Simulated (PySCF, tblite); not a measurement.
Isomers of C4H4FNO2, one GFN2-xTB conformer each. Single-point energies are computed at PBE0/pcSseg-1 (PySCF, gas phase, no added dispersion term), electronic only.

Task: Rank them by PBE0/pcSseg-1 energy, lowest first (kcal/mol).
A. `[N:1]#[C:2][C@@:3]1([CH2:4][OH:5])[O:6][C@H:7]1[F:8]` with C2–C3–C4–O5 -93°, C3–C4–O5–H 171°
B. `[O:1]=[CH:2][C:3](=[O:4])[NH:5]/[CH:6]=[CH:7]\[F:8]` with O1–C2–C3–O4 180°, C2–C3–N5–C6 180°, C3–N5–C6–C7 180°
C. `[CH3:1][O:2][c:3]1[cH:4][o:5][n:6][c:7]1[F:8]` with C1–O2–C3–C4 0°
D. `[N:1]#[C:2][C@@H:3]1[CH2:4][O:5][C@H:6]([F:7])[O:8]1` with C2–C3–C4–O5 -125°, C3–C4–O5–C6 24°, C4–O5–C6–F7 83°, O5–C6–O8–C3 32°
E. `[O:1]=[CH:2][C:3](=[O:4])[NH:5]/[CH:6]=[CH:7]/[F:8]` with O1–C2–C3–O4 180°, C2–C3–N5–C6 180°, C3–N5–C6–C7 180°

Result: B (0.0), E (3.0), D (5.7), A (34.1), C (42.1).

As drawn, the lowest has a C=O bond, an N–H bond and a C(=O)–N unit, which the highest lacks; the highest has an aromatic ring and an N–O linkage, which the lowest lacks. O=CC(=O)N/C=C\F and O=CC(=O)N/C=C/F are stereoisomers, 3.0 kcal/mol apart in the conformers taken. GFN2-xTB itself gives, in the same order: 11.5, 12.1, 0.0, 32.2, 13.6. GFN2-xTB puts N#C[C@@H]1CO[C@H](F)O1 lowest instead; measured from each level's own lowest isomer, the values differ by up to 28.5 kcal/mol (COc1conc1F: 13.6 against 42.1).

Task: Which frontier levels, dipoles and rotational constants go with these structures?

Result: 
| SMILES | HOMO (eV, PBE0/pcSseg-1) | LUMO (eV) | dipole (D) | A, B, C (MHz) |
| --- | --- | --- | --- | --- |
| O=CC(=O)N/C=C\F | -7.07 | -2.63 | 1.17 | 3711, 1200, 907.0 |
| O=CC(=O)N/C=C/F | -7.02 | -2.69 | 1.89 | 5050, 931.7, 786.6 |
| N#C[C@@H]1CO[C@H](F)O1 | -9.11 | -0.29 | 4.11 | 3702, 1811, 1572 |
| N#C[C@@]1(CO)O[C@H]1F | -8.82 | -0.42 | 5.28 | 2429, 1962, 1405 |
| COc1conc1F | -7.32 | -0.46 | 4.75 | 3466, 1887, 1231 |

Task: What happens when harmonic zero-point energies from GFN2-xTB frequencies are added?

Result: 
```csv
SMILES,ZPE (kcal/mol),electronic (kcal/mol),with ZPE (kcal/mol)
O=CC(=O)N/C=C\F,48.6,0.0,0.0
O=CC(=O)N/C=C/F,48.5,3.0,2.9
N#C[C@@H]1CO[C@H](F)O1,50.5,5.7,7.5
N#C[C@@]1(CO)O[C@H]1F,49.1,34.1,34.6
COc1conc1F,50.3,42.1,43.7
```

The zero-point energies span 2.0 kcal/mol. The order is unchanged.
